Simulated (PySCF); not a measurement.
Computed with PBE-D3(BJ)/def2-TZVP // B3LYP-D3(BJ)/def2-TZVP (PySCF). Gas-phase values, no solvent. Delta-SCF ions had no search for a lower state. Excitations are Tamm–Dancoff values on a coarser integration grid. The basis has no diffuse functions, so Rydberg states are missing or too high.

Reference species (SMILES): `C[SiH]=[SiH2]` (neutral, multiplicity 1).

The HOMO is -5.00 eV. The brightest of the four lowest singlets (TDA) is 4.41 eV and the vertical ionisation energy (Delta-SCF) is 7.72 eV. The dipole moment is 1.41 D.

Changed species: `C=[SiH][SiH3]`.

### Question
Give the shifts of the HOMO, brightest of the four lowest singlets (TDA), vertical ionisation energy (Delta-SCF) and dipole moment.

### Answer
the HOMO decreases by 0.67 eV, to -5.67 eV; the brightest of the four lowest singlets (TDA) rises by 0.83 eV, to 5.24 eV; the vertical ionisation energy (Delta-SCF) rises by 0.88 eV, to 8.60 eV; the dipole moment falls by 0.82 D, to 0.59 D.
